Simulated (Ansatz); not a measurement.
Computed with Ansatz on PBE0-D4/def2-TZVP structures; ΔE is electronic, products minus reactants. CCSD(T)/CBS adds triple-zeta CCSD(T) − MP2 to the extrapolated MP2 energy (def2 sets, frozen cores). This one scheme is used for every species. One conformer a species, not always the lowest.

Consider the ligand exchange at a B–C bond: `FCB1N[SiH2]1` + `O[SiH3]` → `[SiH3]OB1N[SiH2]1` + `CF`.

`FCB1N[SiH2]1`:

Z-matrix (Å, degrees):
```
C
B 1 1.561
F 1 1.387 2 113.5
H 1 1.098 2 110.3 3 121.1
H 1 1.098 2 110.3 3 -121.1
Si 2 1.925 1 162.5 3 -0.1
N 2 1.383 1 136.0 3 179.9
H 6 1.485 2 125.0 1 -88.6
H 6 1.485 2 125.0 1 88.7
H 7 1.009 2 138.1 1 -0.0
```

`O[SiH3]`:

```xyz
6

O     0.993   -0.739    0.331
Si   -0.266    0.150   -0.251
H     1.211   -0.652    1.259
H    -1.542   -0.188    0.437
H    -0.367   -0.182   -1.690
H    -0.030    1.611   -0.085
```

`[SiH3]OB1N[SiH2]1`:

Cartesian coordinates in Å:
```
Si 0.144 1.654 -1.604
O -0.758 0.679 -0.622
B -0.410 -0.264 0.274
N -1.068 -1.133 1.131
Si 0.644 -1.448 1.380
H -0.226 3.061 -1.320
H 1.592 1.444 -1.354
H -0.183 1.328 -3.013
H -2.011 -1.376 1.394
H 1.166 -1.135 2.738
H 1.111 -2.808 0.999
```

`CF`:

Z-matrix (Å, degrees):
```
C
F 1 1.376
H 1 1.092 2 109.1
H 1 1.092 2 109.1 3 -120.0
H 1 1.092 2 109.1 3 120.0
```

| level | ΔE (kcal/mol) |
| --- | --- |
| CCSD(T)/def2-TZVPP | -28.2 |
| MP2/CBS(def2) | -28.3 |

(1) What does CCSD(T)/CBS give? (Estimate.)

Largest T1 diagnostic among the species: 0.013.

Answers

(1) The calculation gave: -27.9 kcal/mol. The listed levels differ from it by -0.3, -0.4 kcal/mol.

In def2-TZVPP, CCSD(T) changes the Hartree–Fock value by +3.1 kcal/mol (the triples alone add +0.2 kcal/mol) and MP2 by +2.7 kcal/mol. From PBE to PBE0 (25 % exact exchange), in def2-TZVPP and without D4, ΔE moves by −0.8 kcal/mol.
